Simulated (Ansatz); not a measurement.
Total energies of the cluster AgBr₂ (the lowest doublet isomer of a short search) from Ansatz at PBE0-D4/def2-TZVP, gas phase (1 Eh = 27.2114 eV = 2625.5 kJ/mol). The reference geometry is relaxed at B3LYP-D4/def2-TZVP.

Cartesian coordinates in Å:
```
Ag -0.0008 -0.0002 -0.0003
Br 0.3325 1.2253 -2.0676
Br -0.3317 -1.2251 2.0679
```

| state | geometry | energy (Eh) |
| --- | --- | --- |
| charge 0 doublet | reference | -5294.74878 |
| charge 1 triplet | reference | -5294.38650 |
| charge 0 quartet | relaxed at B3LYP-D4/def2-TZVP | -5294.59425 |
| free Ag atom (doublet) | – | -146.96650 |
| free Br atom (doublet) | – | -2573.81189 |

In the def2 sets Ag takes a core potential; there is no spin–orbit coupling.

(1) Work out the vertical ionisation energy to the triplet.

(2) Which of the charge 0 states is lowest, and how far above it are the others?

(3) What is the binding energy per atom against free atoms?

(1) E(charge 1 triplet) − E(charge 0 doublet) = -5294.38650 − (-5294.74878) = 0.36228 Eh = 9.86 eV. For comparison, −ε of the highest occupied level of the spin that leaves is 8.07 eV at this level, 1.79 eV less.

(2) The doublet. quartet: -5294.59425 − (-5294.74878) = 0.15453 Eh = 405.7 kJ/mol. The quartet differs in its bonds from the reference.

(3) Atoms: 1 × (-146.96650) + 2 × (-2573.81189) = -5294.59028 Eh. Binding: -5294.59028 − (-5294.74878) = 0.15850 Eh = 4.31 eV, or 1.44 eV for each of 3 atoms (no zero-point energy, no counterpoise term).

The structure comes from a short search, and lower isomers may exist.
